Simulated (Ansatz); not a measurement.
Cl2MoO2, singlet, at a GFN2-xTB geometry (such geometries of metal compounds can be far from the true shape) (core potentials on Mo), atoms displaced at random by about 0.02 Å a coordinate; PBE/def2-SV(P) in Ansatz (a quantum-chemistry and plane-wave program).

Here is a job for Ansatz.
Ansatz 0.2 input:
```yaml
crystal:
  periodic: [false, false, false]
  atoms:
    - {symbol: Mo, position_ang: [0.34419035, -0.09879304, 0.08154107]}
    - {symbol: O, position_ang: [1.45830285, -0.58408716, -0.93487350]}
    - {symbol: O, position_ang: [0.74210119, 0.19810830, 1.64684725]}
    - {symbol: Cl, position_ang: [-0.46811365, 1.79403701, -0.68605376]}
    - {symbol: Cl, position_ang: [-1.30931346, -1.50519459, 0.10188451]}
basis:
  gaussian:
    orbitals: def2-SV_P_.json
hamiltonian:
  xc: pbe
relax: {f_tol: 0.1}
```
The basis file holds def2-SV(P) in the JSON format of the Basis Set Exchange.

The log (banner, timings and long lists left out):

```
Functional definition: PBE
944 factors; their error is unknown
mean field evaluation 1: about -30960.4711 eV, gradient 8.8e1 eV
mean field evaluation 2: about -30659.6760 eV, gradient 3.1e2 eV
mean field evaluation 4: about -30966.1728 eV, gradient 5.8e1 eV
mean field evaluation 8: about -30974.7311 eV, gradient 1.1e0 eV
mean field evaluation 16: about -30974.6950 eV, gradient 6.9e-3 eV
mean field -30974.69502233 eV, -1138.2990466681 hartree, gradient 4.3e-5 eV, S^2 0.000000; 0 other end points of the search recorded, 0 dependent functions left out
the calculation of the forces begins
reference -30974.69509068 eV, -1138.2990491802 hartree; 32, 32 occupied and 56, 56 virtual orbitals, 944 factors
relax step   1: F+E_penalty+E_count = -30974.69502233 eV  Δ(F+E_penalty+E_count) = +0.000e0 eV  max|allowed force component| = 7.705e0 eV/Å  Δτ_max = 0.0000 Å  (31 SCF iters, accepted)
these checks for a lower state are left out or cut short: starts, cluster_reference, orbital_swaps, neighbouring_geometries, increment
944 factors; their error is unknown
mean field -30975.78784355 eV, -1138.3392071074 hartree, gradient 2.3e-5 eV, S^2 0.000000; 0 other end points of the search recorded, 0 dependent functions left out
the calculation of the forces begins
reference -30975.78791138 eV, -1138.3392096000 hartree; 32, 32 occupied and 56, 56 virtual orbitals, 944 factors
relax step   2: F+E_penalty+E_count = -30975.78784355 eV  Δ(F+E_penalty+E_count) = -1.093e0 eV  max|allowed force component| = 1.633e0 eV/Å  Δτ_max = 0.1826 Å  (38 SCF iters, accepted)
these checks for a lower state are left out or cut short: starts, cluster_reference, orbital_swaps, neighbouring_geometries, increment
944 factors; their error is unknown
mean field evaluation 32: about -30975.7879 eV, gradient 9.0e-2 eV
mean field -30975.74699421 eV, -1138.3377059217 hartree, gradient 1.6e-5 eV, S^2 0.000000; 0 other end points of the search recorded, 0 dependent functions left out
the calculation of the forces begins
reference -30975.74706185 eV, -1138.3377084075 hartree; 32, 32 occupied and 56, 56 virtual orbitals, 944 factors
relax step   3: F+E_penalty+E_count = -30975.74699421 eV  Δ(F+E_penalty+E_count) = +4.085e-2 eV  max|allowed force component| = 1.443e0 eV/Å  Δτ_max = 0.1235 Å  (38 SCF iters, rejected (line search))
these checks for a lower state are left out or cut short: starts, cluster_reference, orbital_swaps, neighbouring_geometries, increment
944 factors; their error is unknown
mean field -30975.84878975 eV, -1138.3414468388 hartree, gradient 1.7e-5 eV, S^2 0.000000; 0 other end points of the search recorded, 0 dependent functions left out
the calculation of the forces begins
reference -30975.84885751 eV, -1138.3414493289 hartree; 32, 32 occupied and 56, 56 virtual orbitals, 944 factors
relax step   4: F+E_penalty+E_count = -30975.84878975 eV  Δ(F+E_penalty+E_count) = -6.095e-2 eV  max|allowed force component| = 7.603e-2 eV/Å  Δτ_max = 0.0589 Å  (38 SCF iters, accepted)
944 factors; their error is unknown
mean field evaluation 64: about -30975.8488 eV, gradient 6.1e-4 eV
mean field -30975.84878975 eV, -1138.3414468388 hartree, gradient 1.6e-5 eV, S^2 0.000000; 1 other end points of the search recorded, 0 dependent functions left out
the calculation of the forces begins
reference -30975.84885751 eV, -1138.3414493289 hartree; 32, 32 occupied and 56, 56 virtual orbitals, 944 factors
Total energy: -30975.84885751 eV, -1138.3414493289 hartree
Atom 0 at     0.234640    -0.053192     0.068550 Å, force    -0.023103     0.005409    -0.014933 eV/Å
Atom 1 at     1.543015    -0.607271    -0.874155 Å, force     0.052295    -0.023092    -0.045492 eV/Å
Atom 2 at     0.851137     0.163946     1.643269 Å, force     0.023682     0.013623     0.076026 eV/Å
Atom 3 at    -0.474835     1.958128    -0.742925 Å, force    -0.022746     0.007839    -0.008313 eV/Å
Atom 4 at    -1.386790    -1.657540     0.114606 Å, force    -0.030127    -0.003779    -0.007288 eV/Å
Dipole moment:    -0.258189     0.045006    -0.084556 e Å
```
